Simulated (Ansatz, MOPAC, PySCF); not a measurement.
System: Pb2H, net charge -1, singlet state. SMILES: [PbH]#[Pb-]
Geometry from a B3LYP-D3(BJ)/def2-TZVP (Ansatz, an electronic-structure program) optimisation:
```
Pb
H 1 1.8237
Pb 1 2.6812 2 180.00
```
Charge -1, spin multiplicity 1.

Unscaled harmonic wavenumbers (cm⁻¹) in rising order, each level at the stationary point that it reaches from this structure (no distance between atoms moves by over 0.3 Å); the order of modes can differ between levels, and a negative number is imaginary. B3LYP-D3(BJ)/def2-TZVP (PySCF, at the structure above): 105, 105, 161, 1530.

PM6 (MOPAC): -113, -113, 173, 1903. Zero-point energy 3.0 against 2.7 kcal/mol; where all levels lie over 400 cm⁻¹, the wavenumbers are on average 1.244 times those of B3LYP-D3(BJ)/def2-TZVP. This level finds the structure a saddle point. The zero-point energy leaves imaginary modes out.

PM7 (MOPAC): 43, 43, 91, 2654. Zero-point energy 4.0 against 2.7 kcal/mol; where all levels lie over 400 cm⁻¹, the wavenumbers are on average 1.735 times those of B3LYP-D3(BJ)/def2-TZVP.

HF/6-31G* with LANL2DZ past Ar (Ansatz): -186, -186, 162, 1618. Zero-point energy 2.5 against 2.7 kcal/mol; where all levels lie over 400 cm⁻¹, the wavenumbers are on average 1.058 times those of B3LYP-D3(BJ)/def2-TZVP. This level finds the structure a saddle point. The zero-point energy leaves imaginary modes out.

B3LYP/6-31G* with LANL2DZ past Ar (Ansatz): 83, 83, 152, 1521. Zero-point energy 2.6 against 2.7 kcal/mol; where all levels lie over 400 cm⁻¹, the wavenumbers are on average 0.995 times those of B3LYP-D3(BJ)/def2-TZVP.
